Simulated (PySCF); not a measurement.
Mn: ionisation energy

Mn [Ar] 3d5 4s2 (6S) → Mn⁺ [Ar] 3d5 4s1 (7S), as a difference of total energies. All numbers are calculated (PySCF 2.14, the non-relativistic Hamiltonian (point nucleus), in 6-31G* (5s4p2d1f, 34 functions)). Correlated levels: valence: [Ar] frozen. The calculations carry no spin-orbit coupling.

Problem. Order these methods by the ionisation energy they give, lowest first.
A. UHF
B. SCS-MP2 (valence)
C. MP2 (valence)
D. LDA

Solution. A (5.934 eV), C (6.580 eV), B (6.714 eV), D (7.327 eV).

These non-relativistic numbers lack the scalar-relativistic shift.

Errors of the correlated levels include the incompleteness of this basis and the frozen core.

MP2 underrates the near-degeneracy of ns² with np² in the lower species.

For comparison: 7.434 eV (measured; NIST Atomic Spectra Database, ionization energies).
